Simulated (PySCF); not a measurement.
C5H4F4.
Numbering: `[CH3:1][CH:2]=[C:3]=[C:4]([F:5])[C:6]([F:7])([F:8])[F:9]` (hydrogens: H10, H11, H12 on C1; H13 on C2)

Method: PBE0-D3(BJ)/def2-SVP geometry optimisation, gas phase in PySCF; density fitting, grid level 2; the optimiser is geomeTRIC in internal coordinates, started from a GFN2-xTB structure.

Step 0: E = -16087.4864 eV
```
atom  x, y, z in Å  |  force x, y, z in eV/Å
C1      2.2735   -0.2842    0.5530   -0.286   0.065  -0.267
C2      1.3075   -0.1346   -0.5741    0.588  -0.152   0.404
C3      0.1031    0.3278   -0.4565   -0.419   0.167  -0.057
C4     -1.1097    0.7719   -0.3098   -0.841   0.663   0.001
F5     -1.4437    2.0794   -0.4257    0.075  -0.730   0.099
C6     -2.3002   -0.1078   -0.0074   -0.432  -0.662   0.177
F7     -1.9338   -1.3952    0.0705    0.124   0.429  -0.073
F8     -3.2520   -0.0287   -0.9463    0.347   0.253   0.109
F9     -2.8828    0.2010    1.1594    0.264   0.203  -0.273
H10     3.1735    0.2895    0.3383    0.407   0.188  -0.024
H11     1.8428    0.0581    1.4892   -0.109   0.115   0.385
H12     2.5576   -1.3310    0.6489    0.184  -0.402   0.084
H13     1.6577   -0.4468   -1.5504    0.097  -0.138  -0.564
```

Step 1: E = -16087.5239 eV
```
atom  x, y, z in Å  |  force x, y, z in eV/Å
C1      2.3304   -0.2633    0.5473    0.058   0.005   0.057
C2      1.3275   -0.1564   -0.5527   -0.030  -0.086  -0.116
C3      0.0891    0.2449   -0.4195   -0.016  -0.047   0.022
C4     -1.1297    0.6951   -0.2825    0.019   0.003   0.025
F5     -1.4326    1.9926   -0.3874   -0.061   0.064  -0.011
C6     -2.3668   -0.1227   -0.0138    0.107   0.465  -0.162
F7     -2.0997   -1.4158    0.0586    0.008  -0.093   0.030
F8     -3.2533    0.0835   -0.9919   -0.053  -0.178   0.051
F9     -2.9417    0.2678    1.1247   -0.023  -0.137   0.050
H10     3.2083    0.3624    0.3159   -0.011  -0.022   0.014
H11     1.9126    0.0571    1.5108    0.011  -0.012  -0.002
H12     2.6906   -1.3006    0.6417   -0.002   0.009  -0.004
H13     1.6592   -0.4452   -1.5624   -0.006   0.030   0.047
```

Problem. Estimate the geometry and energy of step 2. (The exact step hangs on the optimiser's Hessian estimate; all steps are aligned on step 1, rigid shifts and turns removed.)

Solution. E = -16087.5319 eV, largest force 0.288 eV/Å
```
atom  x, y, z in Å  |  force x, y, z in eV/Å
C1      2.3124   -0.2808    0.5511   -0.003   0.011   0.006
C2      1.3179   -0.1454   -0.5571   -0.016  -0.054  -0.004
C3      0.0872    0.2831   -0.4311    0.037   0.250  -0.017
C4     -1.1294    0.7429   -0.3002   -0.281  -0.055   0.031
F5     -1.4843    2.0282   -0.4113    0.226  -0.029  -0.020
C6     -2.3363   -0.1090   -0.0137   -0.060  -0.021  -0.035
F7     -2.0080   -1.3886    0.0761    0.085  -0.210   0.001
F8     -3.2498    0.0187   -0.9797    0.038   0.055   0.055
F9     -2.9168    0.2498    1.1326   -0.013   0.071  -0.009
H10     3.2069    0.3240    0.3314    0.000  -0.003  -0.002
H11     1.8964    0.0415    1.5144   -0.002  -0.005  -0.002
H12     2.6474   -1.3267    0.6406   -0.007  -0.003  -0.009
H13     1.6501   -0.4382   -1.5639   -0.003  -0.006   0.005
```

The energy changes by -0.0079 eV. The first-order estimate −F·Δx gives -0.0260 eV and the mean of the old and new forces, exact on a quadratic surface, -0.0079 eV. The step makes an angle of 76° with the force vector and moves no atom by more than 0.097 Å.

What follows is the cost of the whole optimisation. Hardware: one thread of an AMD EPYC 9R45, shared host with 96 logical CPUs at a one-minute load of 49. Cost: 68 s, 0.72 GiB resident at most.
